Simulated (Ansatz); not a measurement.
Reaction (cleavage of the Si–Si bond): `O[SiH](F)[SiH2]I` + `CN[SiH2]Cl` → `CN([SiH2]Cl)[SiH](O)F` + `[SiH3]I`

Calculated with Ansatz (gas phase, PBE0-D4/def2-TZVP geometries, no zero-point term in ΔE). CBS: MP2 limit from def2 TZ/QZ plus the TZ coupled-cluster correction, frozen cores. DFT in def2-TZVPP. def2 core potentials past Kr. For I outer-core shells are correlated without core-valence functions, which leaves a few kJ/mol of doubt a bond. Each species was taken in one conformer, which may not be the lowest.

```
                species  PBE energy (Eh)
     `O[SiH](F)[SiH2]I`      -1053.93111
           `CN[SiH2]Cl`       -845.82508
`CN([SiH2]Cl)[SiH](O)F`      -1310.90653
              `[SiH3]I`       -588.86964
```

(1) Work out ΔE.

Largest T1 diagnostic among the species: 0.011.

Answers

(1) ΔE = (-1310.90653) + (-588.86964) − (-1053.93111) − (-845.82508) = -0.01998 Eh = -52.5 kJ/mol. CCSD(T)/CBS gives -79.8 kJ/mol.

From PBE to PBE0 (25 % exact exchange), in def2-TZVPP and without D4, ΔE moves by −9.5 kJ/mol. The D4 term adds −5.8 kJ/mol with B3LYP and −3.3 kJ/mol with PBE0; it sums over pairs of atoms, weighted by their polarisabilities, and B3LYP, whose exchange is more repulsive, gets the larger term.

B3LYP here is the variant with VWN-RPA as its local correlation; programs differ in this.
